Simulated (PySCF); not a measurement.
C₂H₃O₂, charge -1, singlet, at a GFN2-xTB geometry (in this run its highest filled SCF level lies above zero, so its values depend strongly on the basis, on diffuse functions most of all); TPSS/STO-3G (PySCF).

Input for PySCF:
```python
from pyscf import gto, scf, dft

mol = gto.M(
    atom='''
C    -1.154129   -0.133685   -0.004759
O    -0.726708   -1.119467    0.601489
O     0.009632    0.801733   -0.467424
C     1.286913    0.412188   -0.148326
H     1.794436    1.158845    0.491028
H     1.240270   -0.545558    0.407536
H     1.905198    0.257566   -1.052575
''',
    basis='sto-3g',
    charge=-1,
    spin=0,
    verbose=4,
)

mf = dft.RKS(mol)
mf.xc = 'tpss'
mf.diis_space = 12
mf.kernel()
mf.analyze()
```

Task: What does PySCF print? Leave out banner, timings and long lists.

Result: 
```
PySCF version 2.14.0

[INPUT] verbose = 4
[INPUT] num. atoms = 7
[INPUT] num. electrons = 32
[INPUT] charge = -1
[INPUT] spin (= nelec alpha-beta = 2S) = 0
[INPUT] symmetry False subgroup None
[INPUT] Mole.unit = angstrom
[INPUT] Symbol           X                Y                Z      unit          X                Y                Z       unit  Magmom
[INPUT]  1 C     -1.154129000000  -0.133685000000  -0.004759000000 AA   -2.180987722418  -0.252628036962  -0.008993206627 Bohr   0.0
[INPUT]  2 O     -0.726708000000  -1.119467000000   0.601489000000 AA   -1.373279092530  -2.115486035488   1.136649476939 Bohr   0.0
[INPUT]  3 O      0.009632000000   0.801733000000  -0.467424000000 AA    0.018201842032   1.515055795026  -0.883303344049 Bohr   0.0
[INPUT]  4 C      1.286913000000   0.412188000000  -0.148326000000 AA    2.431913116142   0.778922431832  -0.280295517152 Bohr   0.0
[INPUT]  5 H      1.794436000000   1.158845000000   0.491028000000 AA    3.390992588060   2.189899670822   0.927908439493 Bohr   0.0
[INPUT]  6 H      1.240270000000  -0.545558000000   0.407536000000 AA    2.343770620514  -1.030955205065   0.770131425901 Bohr   0.0
[INPUT]  7 H      1.905198000000   0.257566000000  -1.052575000000 AA    3.600302433069   0.486729199000  -1.989078475564 Bohr   0.0

nuclear repulsion = 110.659013288945
number of shells = 15
number of NR pGTOs = 69
number of NR cGTOs = 23
basis = sto-3g
ecp = {}

******** <class 'pyscf.dft.rks.RKS'> ********
method = RKS
initial guess = minao
damping factor = 0
level_shift factor = 0
DIIS = <class 'pyscf.scf.diis.CDIIS'>
diis_start_cycle = 1
diis_space = 12
diis_damp = 0
SCF conv_tol = 1e-09
SCF conv_tol_grad = None
SCF max_cycles = 50
direct_scf = True
direct_scf_tol = 1e-13
XC library pyscf.dft.libxc version 7.1.2
    S. Lehtola, C. Steigemann, M. J. T. Oliveira, and M. A. L. Marques,  SoftwareX 7, 1–5 (2018)
XC functionals = tpss
    J. Tao, J. P. Perdew, V. N. Staroverov, and G. E. Scuseria,  Phys. Rev. Lett. 91, 146401 (2003)
    J. P. Perdew, J. Tao, V. N. Staroverov, and G. E. Scuseria,  J. Chem. Phys. 120, 6898 (2004)
    J. Tao, J. P. Perdew, V. N. Staroverov, and G. E. Scuseria,  Phys. Rev. Lett. 91, 146401 (2003)
    J. P. Perdew, J. Tao, V. N. Staroverov, and G. E. Scuseria,  J. Chem. Phys. 120, 6898 (2004)
radial grids:
    Treutler-Ahlrichs [JCP 102, 346 (1995); DOI:10.1063/1.469408] (M4) radial grids

becke partition: Becke, JCP 88, 2547 (1988); DOI:10.1063/1.454033
pruning grids: <function nwchem_prune>
grids dens level: 3
symmetrized grids: False
atomic radii adjust function: <function treutler_atomic_radii_adjust>
small_rho_cutoff = 0
Set gradient conv threshold to 3.16228e-05
Initial guess from minao.
tot grids = 85824
init E= -225.756133039049
  HOMO = -0.20545248842344  LUMO = -0.0197546498713574  gap/eV = 5.05310
cycle= 1 E= -225.171270185791  delta_E= 0.585  |g|= 0.622  |ddm|= 3.51
  HOMO = 0.38208055495803  LUMO = 0.502211982995853  gap/eV = 3.26894
cycle= 2 E= -224.730464461924  delta_E= 0.441  |g|= 1.44  |ddm|= 2.46
  HOMO = 0.305359998078627  LUMO = 0.455742915928558  gap/eV = 4.09213
cycle= 3 E= -225.271027737452  delta_E= -0.541  |g|= 0.36  |ddm|= 1.67
  HOMO = 0.296283380083661  LUMO = 0.455272854108651  gap/eV = 4.32632
cycle= 4 E= -225.306534385908  delta_E= -0.0355  |g|= 0.106  |ddm|= 0.597
  HOMO = 0.283329892772077  LUMO = 0.439178627805195  gap/eV = 4.24086
cycle= 5 E= -225.310221414658  delta_E= -0.00369  |g|= 0.0127  |ddm|= 0.172
  HOMO = 0.285805634423905  LUMO = 0.442076871816321  gap/eV = 4.25236
cycle= 6 E= -225.310280639858  delta_E= -5.92e-05  |g|= 0.00254  |ddm|= 0.024
  HOMO = 0.285502686842438  LUMO = 0.441671219201477  gap/eV = 4.24956
cycle= 7 E= -225.310282536494  delta_E= -1.9e-06  |g|= 0.00101  |ddm|= 0.00556
  HOMO = 0.285514685293839  LUMO = 0.44171028834838  gap/eV = 4.25030
cycle= 8 E= -225.310282911478  delta_E= -3.75e-07  |g|= 5.41e-05  |ddm|= 0.00158
  HOMO = 0.285523249519061  LUMO = 0.441724596951315  gap/eV = 4.25046
cycle= 9 E= -225.310282912699  delta_E= -1.22e-09  |g|= 1.8e-06  |ddm|= 9.65e-05
  HOMO = 0.285523185106709  LUMO = 0.441724474362371  gap/eV = 4.25045
cycle= 10 E= -225.310282912701  delta_E= -2.05e-12  |g|= 1.77e-07  |ddm|= 5.71e-06
  HOMO = 0.285523224640417  LUMO = 0.441724522219521  gap/eV = 4.25045
Extra cycle  E= -225.3102829127  delta_E= 3.98e-13  |g|= 1.16e-07  |ddm|= 6.64e-07
converged SCF energy = -225.3102829127
**** SCF Summaries ****
Total Energy =                        -225.310282912700245
Nuclear Repulsion Energy =             110.659013288944905
One-electron Energy =                 -538.675950103716218
Two-electron Energy =                  202.706653902071082
Two-electron Coulomb Energy =          232.517388135540727
DFT Exchange-Correlation Energy =      -29.810734233469645
HOMO-LUMO gap [eV] =                     4.250453805249889
**** MO energy ****
MO #1   energy= -18.2806395948057  occ= 2
MO #2   energy= -18.2511647829287  occ= 2
MO #3   energy= -9.60874597153055  occ= 2
MO #4   energy= -9.36638548365251  occ= 2
MO #5   energy= -0.596670997560417 occ= 2
MO #6   energy= -0.537287587928527 occ= 2
MO #7   energy= -0.327845583778378 occ= 2
MO #8   energy= -0.125583024094324 occ= 2
MO #9   energy= -0.124161852357702 occ= 2
MO #10  energy= -0.0823376013134361 occ= 2
MO #11  energy= 0.0224418755627277 occ= 2
MO #12  energy= 0.0899401767601585 occ= 2
MO #13  energy= 0.114194007860839  occ= 2
MO #14  energy= 0.17722248893271   occ= 2
MO #15  energy= 0.207559290753639  occ= 2
MO #16  energy= 0.285523224640417  occ= 2
MO #17  energy= 0.441724522219521  occ= 0
MO #18  energy= 0.588835299793025  occ= 0
MO #19  energy= 0.637650283219054  occ= 0
MO #20  energy= 0.651048825280921  occ= 0
MO #21  energy= 0.682997302770357  occ= 0
MO #22  energy= 0.71405647140198   occ= 0
MO #23  energy= 0.956552595493521  occ= 0
 ** Mulliken pop on meta-lowdin orthogonal AOs  **
 ** Mulliken pop  **
pop of  0 C 1s            1.99986
pop of  0 C 2s            1.64509
pop of  0 C 2px           1.05707
pop of  0 C 2py           0.82635
pop of  0 C 2pz           0.79565
pop of  1 O 1s            1.99989
pop of  1 O 2s            1.76832
pop of  1 O 2px           1.69552
pop of  1 O 2py           1.43451
pop of  1 O 2pz           1.39099
pop of  2 O 1s            1.99990
pop of  2 O 2s            1.77207
pop of  2 O 2px           1.08832
pop of  2 O 2py           1.64760
pop of  2 O 2pz           1.73734
pop of  3 C 1s            1.99965
pop of  3 C 2s            1.03315
pop of  3 C 2px           0.95999
pop of  3 C 2py           1.05705
pop of  3 C 2pz           1.02713
pop of  4 H 1s            1.03185
pop of  5 H 1s            1.00083
pop of  6 H 1s            1.03185
 ** Mulliken atomic charges  **
charge of    0C =     -0.32403
charge of    1O =     -0.28923
charge of    2O =     -0.24523
charge of    3C =     -0.07698
charge of    4H =     -0.03185
charge of    5H =     -0.00083
charge of    6H =     -0.03185

WARN: System has nonzero charge -1; the dipole moment is origin-dependent.
Location of origin: [0. 0. 0.]

Dipole moment(X, Y, Z, Debye):  2.91119,  0.07889,  0.16284
```
